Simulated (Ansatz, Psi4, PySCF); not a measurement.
System: C2HO (charge 0, doublet). SMILES: [C]#CO
Geometry: optimised at B3LYP-D3(BJ)/def2-TZVP (Ansatz, a program for electronic structure).

Quantity: atomisation energy, in kcal/mol. Conventions: 6-31G* and kin with 6d, 5d where marked; valence correlation only; LANL2DZ all-electron up to Ne; 6-311+G** with 5d; UHF or UKS for open shells; dispersion terms only where a functional's name holds one; spin-orbit terms left out; non-relativistic; atomisation electronic, to ground-state atoms. CBS marks a two-point X^-3 extrapolation of the correlation energy; Hartree-Fock from the larger set. First-principles rows: single points at B3LYP-D3(BJ) geometries (Ansatz).

Coupled cluster (Ansatz) is a level with limits of its own, used here on species with T1 under 0.025 (0.045 for open shells) and stable references: CCSD(T)/CBS(cc-pVTZ,cc-pVQZ).

Value to compare with, CCSD(T)/CBS(cc-pVTZ,cc-pVQZ) (Ansatz): 363.4 kcal/mol.

```csv
level,program,atomisation energy (kcal/mol),difference
HF/6-31G*,Ansatz,219.9,-143.5
PBE/STO-3G,Ansatz,407.0,43.6
BP86/def2-SVP,PySCF,393.2,29.8
B3LYP/STO-3G,Ansatz,371.7,8.3
B3LYP/3-21G,Ansatz,339.8,-23.6
B3LYP/LANL2DZ,Ansatz,323.3,-40.1
B3LYP/6-31G,Ansatz,331.3,-32.1
B3LYP/6-31G*,Ansatz,360.2,-3.2
B3LYP/6-31+G*,Ansatz,357.3,-6.1
B3LYP/6-311+G**,Ansatz,362.2,-1.2
M06-2X/6-31G* (5d),PySCF,363.3,-0.1
wB97X-D/6-311+G**,Psi4,362.1,-1.3
MP2/6-31G*,Ansatz,337.6,-25.8
r2SCAN-D4/def2-TZVPD,Ansatz + dftd4,371.1,7.7
M06-2X/def2-TZVPD,PySCF,369.2,5.8
```

Among the 13 habitual levels, HF/6-31G* lies farthest from CCSD(T)/CBS(cc-pVTZ,cc-pVQZ) (Ansatz) (-143.5 kcal/mol) and M06-2X/6-31G* (5d) nearest (-0.1); 3 of 13 lie above it, and their mean absolute difference is 27.6 kcal/mol, the median 23.6. One case shows no general order.

The levels are drawn from those run, B3LYP/6-31G* more often than the rest, none by its result; left out are runs that failed, that the program found above a lower state of the same kind, or whose <S^2> lies over 0.5 above the pure value.
